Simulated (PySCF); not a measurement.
Input for PySCF:
```python
from pyscf import gto, scf, mp

mol = gto.Mole()
mol.atom = '''
    Si   -0.97872011   -0.33820566    0.07300160
    P     1.08651768    0.46699887   -0.09994921
    H    -1.19912428   -0.90647755    1.40533045
    H    -1.89321088    0.77756588   -0.15450586
    H    -1.20661833   -1.38753052   -0.92378867
    H     1.70326986   -0.75366158    0.15017985
'''
mol.basis = 'def2-svp'
mol.spin = 1
mol.verbose = 3
mol.build()

mf = scf.UHF(mol)
mf.kernel()

pt = mp.MP2(mf, frozen=10)
pt.kernel()
print('E(MP2) = %.10f' % pt.e_tot)
mf.analyze()
```

### Question
Give the SCF-reference HOMO energy at the level MP2/def2-SVP (PySCF).

### Answer
-10.11 eV

### Question
Give the nuclear repulsion energy at the level MP2/def2-SVP.

### Answer
82.5712 Eh

### Question
What is the computed MP2 correlation energy (MP2/def2-SVP)?

### Answer
-0.2026 Eh

### Question
Give the number of basis functions at the level MP2/def2-SVP.

### Answer
56

### Question
Give the SCF-reference dipole moment at the level MP2/def2-SVP.

### Answer
0.94 D

### Question
Predict the SCF-reference <S^2> from MP2/def2-SVP.

### Answer
0.762

These values belong to the state on which the SCF converged, which isn't shown to be the lowest.
